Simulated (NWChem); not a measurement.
System: Si2H4SClF; SMILES F[SiH2]S[SiH2]Cl

Input file for NWChem:

```
start job
memory heap 200 mb stack 900 mb global 1100 mb
geometry units angstroms noautoz
  Si    -0.366120    -2.105655    -0.366519
  F      1.021005    -2.941133    -0.466461
  S     -0.249673    -0.635543     1.180245
  Si     0.802539     0.893045     0.106812
  Cl    -0.456922     1.956802    -1.138196
  H     -0.582823    -1.456203    -1.684896
  H     -1.449053    -3.042382     0.019498
  H      1.862718     0.288627    -0.742522
  H      1.352758     1.816752     1.129635
end
basis spherical
  Si library def2-svp
  F library def2-svp
  S library def2-svp
  Cl library def2-svp
  H library def2-svp
end
dft
  xc b3lyp
  iterations 150
  mulliken
end
task dft energy
```

Excerpt of the output:

```
             Northwest Computational Chemistry Package (NWChem) 7.3.0
             --------------------------------------------------------

 C1  symmetry detected

                             Geometry "geometry" -> ""
                             -------------------------

 Output coordinates in angstroms (scale by  1.889725989 to convert to a.u.)

  No.       Tag          Charge          X              Y              Z
 ---- ---------------- ---------- -------------- -------------- --------------
    1 Si                  14.0000    -0.54686788     1.70736731    -0.51069257
    2 F                    9.0000    -0.63538191     2.62327721     0.82549679
    3 S                   16.0000     1.20800861     0.48825241    -0.47280555
    4 Si                  14.0000     0.48602120    -1.09394515     0.78073935
    5 Cl                  17.0000    -0.70146864    -2.41878175    -0.26928052
    6 H                    1.0000    -1.76689040     0.86040678    -0.54338655
    7 H                    1.0000    -0.41471686     2.60438611    -1.68419325
    8 H                    1.0000    -0.33679898    -0.53877241     1.88772583
    9 H                    1.0000     1.68552590    -1.81617428     1.27238560

 Effective nuclear repulsion energy (a.u.)     430.6490896834

                                 NWChem DFT Module
                                 -----------------

 Summary of "ao basis" -> "ao basis" (spherical)
 ------------------------------------------------------------------------------
       Tag                 Description            Shells   Functions and Types
 ---------------- ------------------------------  ------  ---------------------
 Si                         def2-svp                 8       18   4s3p1d
 F                          def2-svp                 6       14   3s2p1d
 S                          def2-svp                 8       18   4s3p1d
 Cl                         def2-svp                 8       18   4s3p1d
 H                          def2-svp                 3        5   2s1p

            General Information
            -------------------
          SCF calculation type: DFT
          Wavefunction type:  closed shell.
          No. of atoms     :     9
          No. of electrons :    74
           Alpha electrons :    37
            Beta electrons :    37
          Charge           :     0
          Spin multiplicity:     1
          Use of symmetry is: off; symmetry adaption is: off
          Maximum number of iterations: 150
          AO basis - number of functions:   106
                     number of shells:    50
          Convergence on energy requested:  1.00D-06
          Convergence on density requested:  1.00D-05
          Convergence on gradient requested:  5.00D-04

              XC Information
              --------------
                         B3LYP Method XC Potential
                     Hartree-Fock (Exact) Exchange  0.200
                        Slater Exchange Functional  0.800 local
                    Becke 1988 Exchange Functional  0.720 non-local
              Lee-Yang-Parr Correlation Functional  0.810
                  VWN I RPA Correlation Functional  0.190 local

             Grid Information
             ----------------
          Grid used for XC integration:  medium
          Radial quadrature: Mura-Knowles
          Angular quadrature: Lebedev.
          Tag              B.-S. Rad. Rad. Pts. Rad. Cut. Ang. Pts.
          ---              ---------- --------- --------- ---------
          Si                  1.10       88          11.0       590
          F                   0.50       49          12.0       434
          S                   1.00       88           9.0       590
          Cl                  1.00       88          12.0       590
          H                   0.35       45          13.0       434
          Grid pruning is: on
          Number of quadrature shells:   581
          Spatial weights used:  Erf1

      Superposition of Atomic Density Guess
      -------------------------------------

 Sum of atomic energies:       -1535.43755372

      Non-variational initial energy
      ------------------------------

 Total energy =   -1536.681842
 1-e energy   =   -2985.606558
 2-e energy   =    1018.275626
 HOMO         =      -0.336368
 LUMO         =       0.059961

     ---------------------------------------------
      Total Density - Mulliken Population Analysis
     ---------------------------------------------

    Atom       Charge   Shell Charges
 -----------   ------   -------------------------------------------------------
    1 Si  14    12.96   2.00  1.99  0.93  0.21  5.93  0.91  0.76  0.22
    2 F    9     9.58   1.99  1.15  0.78  3.52  2.14  0.00
    3 S   16    16.57   2.00  1.99  1.20  0.65  5.94  1.83  2.93  0.03
    4 Si  14    13.14   2.00  1.99  0.97  0.18  5.93  0.95  0.92  0.20
    5 Cl  17    17.42   2.00  1.99  1.22  0.72  5.94  2.16  3.37  0.01
    6 H    1     1.09   0.70  0.38  0.01
    7 H    1     1.09   0.70  0.38  0.01
    8 H    1     1.08   0.70  0.37  0.01
    9 H    1     1.08   0.70  0.36  0.01

   convergence    iter        energy       DeltaE   RMS-Dens  Diis-err
 ---------------- ----- ----------------- --------- --------- ---------
 d= 0,ls=0.0,diis     1  -1539.2202858069 -1.97D+03  1.47D-02  7.81D-01
 d= 0,ls=0.0,diis     2  -1539.1848758339  3.54D-02  7.91D-03  1.24D+00
 d= 0,ls=0.0,diis     3  -1539.3110148370 -1.26D-01  1.47D-03  4.47D-02
 d= 0,ls=0.0,diis     4  -1539.3136965294 -2.68D-03  7.30D-04  6.67D-03
 d= 0,ls=0.0,diis     5  -1539.3145807974 -8.84D-04  1.67D-04  2.52D-04
  Resetting Diis
 d= 0,ls=0.0,diis     6  -1539.3146143205 -3.35D-05  3.71D-05  9.44D-06
 d= 0,ls=0.0,diis     7  -1539.3146158298 -1.51D-06  1.55D-05  6.27D-07
 d= 0,ls=0.0,diis     8  -1539.3146158129  1.69D-08  8.45D-06  7.30D-07

         Total DFT energy =    -1539.314615812871
      One electron energy =    -2987.594763520553
           Coulomb energy =     1125.539700425674
    Exchange-Corr. energy =     -107.908642401427
 Nuclear repulsion energy =      430.649089683435

 Numeric. integr. density =       74.000015766460

                       DFT Final Molecular Orbital Analysis
                       ------------------------------------

 Vector   35  Occ=2.000000D+00  E=-3.247188D-01
              MO Center= -8.5D-02, -1.7D+00, -8.0D-02, r^2= 3.9D+00
   Bfn.  Coefficient  Atom+Function         Bfn.  Coefficient  Atom+Function
  ----- ------------  ---------------      ----- ------------  ---------------
    80      0.394761  5 Cl py                79     -0.293205  5 Cl px
    77      0.290022  5 Cl py                81     -0.221491  5 Cl pz
    76     -0.215739  5 Cl px               102      0.204116  9 H  s
    45     -0.186068  3 S  pz                74      0.168696  5 Cl py
    78     -0.163056  5 Cl pz               103      0.155575  9 H  s

 Vector   36  Occ=2.000000D+00  E=-3.172562D-01
              MO Center=  1.9D-02, -9.5D-01,  3.2D-02, r^2= 4.8D+00
   Bfn.  Coefficient  Atom+Function         Bfn.  Coefficient  Atom+Function
  ----- ------------  ---------------      ----- ------------  ---------------
    79      0.312052  5 Cl px                81     -0.305305  5 Cl pz
    43      0.256320  3 S  px                76      0.234382  5 Cl px
    97      0.223811  8 H  s                 78     -0.222659  5 Cl pz
    40      0.198414  3 S  px                45     -0.192207  3 S  pz
    98      0.175025  8 H  s                 42     -0.140625  3 S  pz

 Vector   37  Occ=2.000000D+00  E=-2.880584D-01
              MO Center=  8.9D-01,  3.0D-01, -3.6D-01, r^2= 2.7D+00
   Bfn.  Coefficient  Atom+Function         Bfn.  Coefficient  Atom+Function
  ----- ------------  ---------------      ----- ------------  ---------------
    45      0.455273  3 S  pz                42      0.331196  3 S  pz
    44      0.300594  3 S  py                41      0.211417  3 S  py
    43      0.206546  3 S  px                39      0.188573  3 S  pz
    80      0.167782  5 Cl py                40      0.152078  3 S  px
    77      0.122921  5 Cl py                38      0.120672  3 S  py

 Vector   38  Occ=0.000000D+00  E=-1.046327D-02
              MO Center=  1.2D-01, -4.3D-03,  5.1D-02, r^2= 5.4D+00
   Bfn.  Coefficient  Atom+Function         Bfn.  Coefficient  Atom+Function
  ----- ------------  ---------------      ----- ------------  ---------------
    63      0.815643  4 Si pz                13     -0.555337  1 Si pz
    72      0.379771  5 Cl s                 88     -0.360660  6 H  s
    80      0.334692  5 Cl py                61      0.318076  4 Si px
    11     -0.309959  1 Si px                12     -0.293428  1 Si py
    53     -0.288207  4 Si s                 79      0.246915  5 Cl px

 Vector   39  Occ=0.000000D+00  E= 6.093013D-03
              MO Center=  2.5D-01,  1.7D-02,  1.8D-01, r^2= 6.0D+00
   Bfn.  Coefficient  Atom+Function         Bfn.  Coefficient  Atom+Function
  ----- ------------  ---------------      ----- ------------  ---------------
    36      0.911041  3 S  s                 62     -0.661723  4 Si py
    61     -0.536520  4 Si px                11     -0.503230  1 Si px
    13      0.404740  1 Si pz                43     -0.400330  3 S  px
    54     -0.361342  4 Si s                  4     -0.353300  1 Si s
    53     -0.338546  4 Si s                 93      0.321972  7 H  s

 Vector   40  Occ=0.000000D+00  E= 1.464397D-02
              MO Center=  4.3D-02, -7.3D-03,  3.6D-01, r^2= 5.3D+00
   Bfn.  Coefficient  Atom+Function         Bfn.  Coefficient  Atom+Function
  ----- ------------  ---------------      ----- ------------  ---------------
    53      0.770317  4 Si s                 98     -0.642641  8 H  s
    13     -0.491413  1 Si pz                 3     -0.455392  1 Si s
    61     -0.448916  4 Si px                54      0.367352  4 Si s
    44      0.330975  3 S  py                 4     -0.309704  1 Si s
    52      0.282372  4 Si s                 21      0.263593  2 F  s

     ---------------------------------------------
      Total Density - Mulliken Population Analysis
     ---------------------------------------------

    Atom       Charge   Shell Charges
 -----------   ------   -------------------------------------------------------
    1 Si  14    13.30   2.00  1.98  1.05  0.09  5.93  1.21  0.72  0.33
    2 F    9     9.33   1.99  1.13  0.80  3.36  2.06  0.00
    3 S   16    16.38   2.00  1.98  1.26  0.62  5.93  1.86  2.69  0.04
    4 Si  14    13.47   2.00  1.98  1.10  0.05  5.93  1.24  0.88  0.28
    5 Cl  17    17.24   2.00  1.98  1.27  0.69  5.93  2.17  3.18  0.02
    6 H    1     1.09   0.75  0.33  0.01
    7 H    1     1.08   0.75  0.33  0.01
    8 H    1     1.06   0.74  0.31  0.01
    9 H    1     1.05   0.74  0.30  0.01

     -------------------------------------------
      Total Density - Lowdin Population Analysis
     -------------------------------------------

    Atom       Charge   Shell Charges
 -----------   ------   -------------------------------------------------------
    1 Si  14    13.55   2.00  1.93  0.68  0.34  5.81  1.23  1.03  0.53
    2 F    9     9.21   1.98  1.02  0.77  3.22  2.22  0.01
    3 S   16    16.08   2.00  1.95  1.00  0.67  5.81  1.94  2.65  0.05
    4 Si  14    13.71   2.00  1.93  0.72  0.36  5.81  1.26  1.19  0.44
    5 Cl  17    17.07   2.00  1.96  1.05  0.79  5.82  2.27  3.15  0.02
    6 H    1     1.10   0.65  0.42  0.03
    7 H    1     1.10   0.65  0.42  0.03
    8 H    1     1.09   0.65  0.41  0.03
    9 H    1     1.09   0.65  0.41  0.03

     Multipole analysis of the density
     ---------------------------------

     L   x y z        total         alpha         beta         nuclear
     -   - - -        -----         -----         ----         -------
     0   0 0 0      0.000000    -37.000000    -37.000000     74.000000

     1   1 0 0     -0.050220     -0.025110     -0.025110     -0.000000
     1   0 1 0     -0.058660     -0.029330     -0.029330     -0.000000
     1   0 0 1     -0.029697     -0.014848     -0.014848      0.000000

     2   2 0 0    -43.855165   -109.577922   -109.577922    175.300679
     2   1 1 0     -1.363042      4.167288      4.167288     -9.697618
     2   1 0 1      1.410451     -2.404998     -2.404998      6.220447
     2   0 2 0    -46.238193   -440.727292   -440.727292    835.216390
     2   0 1 1     -3.334493      8.113010      8.113010    -19.560513
     2   0 0 2    -43.179430    -77.729938    -77.729938    112.280445
```

Level: B3LYP/def2-SVP. The geometry was optimised at PBE0/def2-SVP.
